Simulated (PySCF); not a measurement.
C3H7ClOSi.
SMILES with atom numbers: `[CH3:1]/[CH:2]=[C:3](\[Cl:4])[O:5][SiH3:6]` (hydrogens: H7, H8, H9 on C1; H10 on C2; H11, H12, H13 on Si6)

The same species was optimised twice, with GFN2-xTB and with PBE0-D3(BJ)/def2-SVP (PySCF), and the same property calculations (PySCF, gas phase) were run on both structures.

| coordinate | GFN2-xTB | PBE0-D3(BJ)/def2-SVP | change |
| --- | --- | --- | --- |
| O5–Si6 (Å) | 1.641 | 1.690 | +0.049 |
| C3–Cl4 (Å) | 1.741 | 1.757 | +0.016 |
| C2=C3 (Å) | 1.326 | 1.336 | +0.010 |
| C3–O5 (Å) | 1.327 | 1.335 | +0.008 |
| C1–C2 (Å) | 1.490 | 1.488 | -0.002 |
| C3–O5–Si6 (°) | 131.6 | 129.4 | -2.2 |
| C1–C2–C3 (°) | 126.4 | 127.0 | +0.6 |
| Cl4–C3–O5 (°) | 114.8 | 114.3 | -0.5 |
| C2–C3–O5 (°) | 123.4 | 123.7 | +0.3 |
| C2–C3–Cl4 (°) | 121.9 | 122.0 | +0.1 |
| C2–C3–O5–Si6 (°) | 180 | 176 | -4 |

Rotational constants: A = 4440, B = 1413, C = 1093 MHz (GFN2-xTB) against A = 4411, B = 1388, C = 1076 MHz (PBE0-D3(BJ)/def2-SVP).

On the GFN2-xTB structure: HOMO (eV) -6.58 [PBE0/pcSseg-1]; LUMO (eV) 0.23 [PBE0/pcSseg-1]; dipole (D) 0.40 [PBE0/pcSseg-1]; GIAO shielding of C1 (ppm) 170.3 [PBE0/pcSseg-1]; GIAO shielding of C2 (ppm) 81.6 [PBE0/pcSseg-1]; GIAO shielding of C3 (ppm) 38.5 [PBE0/pcSseg-1]; GIAO shielding of Cl4 (ppm) 726.9 [PBE0/pcSseg-1]; GIAO shielding of O5 (ppm) 219.7 [PBE0/pcSseg-1]; GIAO shielding of Si6 (ppm) 391.4 [PBE0/pcSseg-1].

Problem. What do these properties become on the PBE0-D3(BJ)/def2-SVP structure?

Solution. 
| property | level | on GFN2-xTB | on PBE0-D3(BJ)/def2-SVP | change |
| --- | --- | --- | --- | --- |
| HOMO (eV) | PBE0/pcSseg-1 | -6.58 | -6.59 | -0.01 |
| LUMO (eV) | PBE0/pcSseg-1 | 0.23 | 0.21 | -0.02 |
| dipole (D) | PBE0/pcSseg-1 | 0.40 | 0.36 | -0.04 |
| energy, GFN2-xTB geometry as zero (kcal/mol) | PBE0/pcSseg-1 | 0.0 | -2.3 | -2.3 |
| GIAO shielding of C1 (ppm) | PBE0/pcSseg-1 | 170.3 | 169.1 | -1.2 |
| GIAO shielding of C2 (ppm) | PBE0/pcSseg-1 | 81.6 | 80.7 | -0.9 |
| GIAO shielding of C3 (ppm) | PBE0/pcSseg-1 | 38.5 | 34.7 | -3.8 |
| GIAO shielding of Cl4 (ppm) | PBE0/pcSseg-1 | 726.9 | 705.5 | -21.4 |
| GIAO shielding of O5 (ppm) | PBE0/pcSseg-1 | 219.7 | 211.6 | -8.1 |
| GIAO shielding of Si6 (ppm) | PBE0/pcSseg-1 | 391.4 | 387.7 | -3.7 |

The heavy atoms differ by 0.033 Å rms after alignment. Among bonds between heavy atoms O5–Si6 changes most (+0.049 Å). Changes are differences of the printed values. Neither structure is proved a minimum here.

Shape of the structure used: `[CH3:1]/[CH:2]=[C:3](\[Cl:4])[O:5][SiH3:6]`: C2–C3–O5–Si6 176°.
